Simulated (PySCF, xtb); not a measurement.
CH₃F₃Ti, SMILES [CH3][Ti]([F])([F])[F], multiplicity 1.

GFN2-xTB in xtb at its own geometry gives an orbital gap of 3.19 eV and a dipole moment of 1.04 D.

The structure is a stationary point at PBE0-D3(BJ)/def2-SVP. The spin state was assumed, not searched. The structure was generated by enumeration; whether it is a known compound was not checked.

Task: What does PBE0/def2-TZVP (PySCF) give? (Estimate from the structure and the level; the computed values follow.)

Result: gap 6.48 eV (levels -8.84 and -2.36 eV), dipole 1.52 D.
